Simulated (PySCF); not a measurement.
Excitation energy of Co+ by level of theory

Co+ [Ar] 3d8 (3F) → Co+ [Ar] 3d7 4s1 (5F), as a difference of total energies. Calculation: PySCF 2.14, in aug-cc-pVTZ with one added diffuse shell each of s, p, d, f, g type (9s8p6d4f3g, 118 functions); the non-relativistic Hamiltonian (point nucleus). Correlated levels: valence: [Ar] frozen. The calculations carry no spin-orbit coupling.

```tsv
method	excitation energy (cm⁻¹)
UHF	-9291.9
LDA	8979.2
PBE	7331.7
PBE0	4698.3
r2SCAN	4602.7
PBEsol	7658.4
MN15	12919
BP86	7636.0
MP2 (valence)	7254.7
SCS-MP2 (valence)	8213.9
```

Question: How much does correlation contribute at MP2 (valence)?

Answer: 7254.7 − (-9291.9) = 16546.6 cm⁻¹, measured against UHF.

These non-relativistic numbers lack the scalar-relativistic shift.

Errors of the correlated levels include the incompleteness of this basis and the frozen core.

For comparison: 3457.5 cm⁻¹ (measured; NIST levels, between the centres of gravity of the two terms).
